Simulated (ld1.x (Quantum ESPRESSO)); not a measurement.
# calcium (Ca), TM: configuration errors across variants

* Element: Ca
* Generator: ld1.x (Quantum ESPRESSO) 7.5
* Type: norm-conserving Troullier–Martins (Kleinman–Bylander form)
* Functional: revPBE
* Relativity: scalar-relativistic
* Frozen core: [Ne]
* Valence charge: 10
* Reference configuration: 3s2 3p6 3d0 4s2 4p0
* Partial waves: 3s (bound): rc 1.85 bohr; 3p (bound): rc 1.85 bohr; 3d (bound, empty): rc 1.55 bohr
* Local potential: all-electron potential smoothed inside 1.80 bohr (lloc = -1)
* Core correction: none

Occupied shells without a wave of their own: 4s. They enter only through the test configuration that unscreens the potential.

All-electron excitation energies from the reference (eV): (1) 3s2 3p6 3d0 4s1 4p0 6.251; (2) 3s2 3p6 3d0 4s0 4p0 17.976; (3) 3s2 3p6 3d0 4s1.5 4p0 2.483; (4) 3s1 3p6 3d0 4s2 4p0 54.290; (5) 3s2 3p6 3d1 4s0 4p0 7.602; (6) 3s2 3p5 3d0 4s2 4p0 34.683; (7) 3s2 3p6 3d1 4s1 4p0 2.282.

On the changes marked as counting shells twice: ld1.x takes every shell without a wave as core, so the model core holds the marked electrons as well and exchange and correlation see them twice. This cancels in the reference configuration, but the file is broken for other ones, and its errors say nothing about a proper core correction.

3 further variants failed, have other tests or another functional or relativity, and are left out.

The file “local potential the s channel” misses its own reference levels by 0.4 eV.

Errors AE − PS in meV (a dash: test not solved or not reliable):

```csv
change,(1),(2),(3),(4),(5),(6),(7),bound ghosts
base,-28,-84,-12,-56,-37,+47,-12,none
local potential the s channel,-541,-1528,-229,+192,-827,+238,-296,none
"all radii scaled by about 0.83 (s 1.54, p 1.54, d 1.28 bohr); local potential all-electron potential smoothed inside 1.50 bohr (lloc = -1)",-74,-211,-31,+21,-106,+57,-38,none
wave 3d (bound): rc 1.55 bohr becomes 3d (bound): rc 1.74 bohr,-28,-84,-12,-56,-36,+47,-12,none
wave 3p (bound): rc 1.85 bohr becomes 3p (bound): rc 2.74 bohr,-29,-93,-12,-119,-45,+139,-17,none
"core correction full core density, not smoothed (it rises at the typed radius of 1.54 bohr, so ld1.x skipped the fit) (4s counted twice)",-187,-770,-47,-150,-470,-19,-55,none
```

(1) Give the same row for: wave 3s (bound): rc 1.85 bohr becomes 3s (bound): rc 1.56 bohr.

## Answers

(1) +45, +126, +19, -44, +73, -2.9, +27; bound ghosts: none.
